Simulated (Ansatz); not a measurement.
Relaxation of FH$_{5}$Si$_{2}$Zn (9 atoms, charge 0, multiplicity 1), to a largest force component of 0.015 eV/Å in at most 40 steps.

Theory: RKS B3LYP-D4/def2-SVP in Ansatz.

```xyz
9
Properties=species:S:1:pos:R:3
F 1.747 1.237 -1.354
Si 0.162 1.179 -0.673
Zn 0.255 -0.136 0.077
Si -0.206 -1.162 0.654
H -0.855 1.287 -1.740
H -0.006 2.290 0.297
H -0.511 -0.592 1.937
H 0.697 -2.342 0.836
H -1.473 -1.674 -0.037
```

Problem. Where does it end, and by what steps?

Solution. The forces met the threshold. The force dipped under the threshold on the way, but the program's further checks kept it going. After 16 steps the energy has fallen by 39.576 eV; H7 moved furthest, 1.41 Å. The start is strongly strained (largest force component 81 eV/Å).

```tsv
step	energy less start (eV)	largest force component (eV/Å)	accepted
0	0.0000	80.728	yes
1	-20.4884	32.798	yes
2	-30.0225	12.939	yes
3	-34.3063	4.288	yes
4	-36.2861	1.396	yes
5	-37.2121	1.227	yes
6	-37.9774	1.729	yes
7	-38.6463	1.567	yes
8	-39.1104	1.459	yes
9	-39.4176	0.593	yes
10	-39.5255	0.269	yes
11	-39.5689	0.070	yes
12	-39.5690	0.104	yes
13	-39.5747	0.031	yes
14	-39.5742	0.101	no
15	-39.5761	0.011	yes
16	-39.5763	0.012	yes
```

```xyz
9
Properties=species:S:1:pos:R:3
F 1.923 2.038 -1.822
Si 0.405 2.055 -1.189
Zn -0.026 -0.003 0.009
Si -0.485 -2.036 1.205
H -0.539 2.287 -2.331
H 0.308 3.277 -0.326
H -0.810 -1.779 2.645
H 0.683 -2.974 1.183
H -1.650 -2.777 0.624
```

Whether the end is a true minimum wasn't checked by a vibrational analysis.

The run took 23 s on 2 threads of AMD EPYC 9R45 (Zen 5), on a shared host, peak memory 0.27 GiB.
